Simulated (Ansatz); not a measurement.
Molecule: GeH₂ (charge 0, triplet). This is an excited triplet: at this geometry the singlet lies 0.53 eV lower at CCSD(T)/CBS(aug-cc-pVTZ,aug-cc-pVQZ). 
Geometry from a B3LYP-D3(BJ)/def2-TZVP (Ansatz, a quantum-chemistry and plane-wave program) optimisation:
```
Ge
H 1 1.5473
H 1 1.5473 2 119.66
```
Charge 0, spin multiplicity 3.

Parts of the frozen-core correlation energy in cc-pVDZ (Ansatz, hartree). Frozen orbitals: 14; correlated occupied orbitals by spin: 4 and 2; virtual: 19 and 21. UHF or UKS for open shells. No spin-orbit coupling. No relativistic terms.

```json
[
 {"term": "reference (HF)", "value": "-2076.42889"},
 {"term": "MP2 opposite-spin", "value": "-0.05795"},
 {"term": "MP2 same-spin", "value": "-0.01147"},
 {"term": "CCSD correlation", "value": "-0.09033"},
 {"term": "(T)", "value": "-0.00175"},
 {"term": "CCSDT minus CCSD(T)", "value": "-0.00055"},
 {"term": "CCSDT(Q) minus CCSD(T)", "value": "-0.00059"},
 {"term": "T1 diagnostic", "value": "0.014"},
 {"term": "largest doubles amplitude", "value": "0.050"},
 {"term": "<S^2> of the reference", "value": "2.005"}
]
```
